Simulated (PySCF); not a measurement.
NMR data simulated for an unnamed compound:

1H NMR (300 MHz, computed): δ 3.49 (s, 6H), 2.97 (br, 3H).

13C{1H} NMR (computed): δ 70.2 (CH3).

[PySCF 2.14.0 with density-fitted response routines: couplings computed with B3LYP/pcJ-1 (spin–dipole term only in couplings to heteroatoms); structure optimised with PBE0-D3(BJ)/def2-SVP; shielding tensors at CAM-B3LYP/pcSseg-2 (GIAO); one averaged value for each set of equivalent atoms; isolated molecule; one computed conformer; non-relativistic Hamiltonian]

Shifts are taken against calculated references (same method and geometry level): 1H (31.34 ppm), 13C (182.55 ppm) vs TMS.

Which of these does the molecule contain: a methoxy group, a benzene ring, an OH group, an S-methyl group?

## Answers


- A methoxy group: yes (δC 70.2; δH 3.49 (s)).
- A benzene ring: no.
- An OH group: no.
- An S-methyl group: no.

The data belong to SMILES [BH3-][O+](C)C, C$_{2}$H$_{9}$BO; they needn't prove each group on their own.

Carbon signals by region: 1 at 50–100 ppm.

Hydrogens on boron are broadened and split by 11B (spin 3/2, 80 %) and 10B (spin 3). Shifts are as computed, not scaled to solution data. Of 1211 compounds with measured shifts, 218 miss one by over three times the rms of a fit or turn the order of signals round; such compounds aren't used in these exercises.
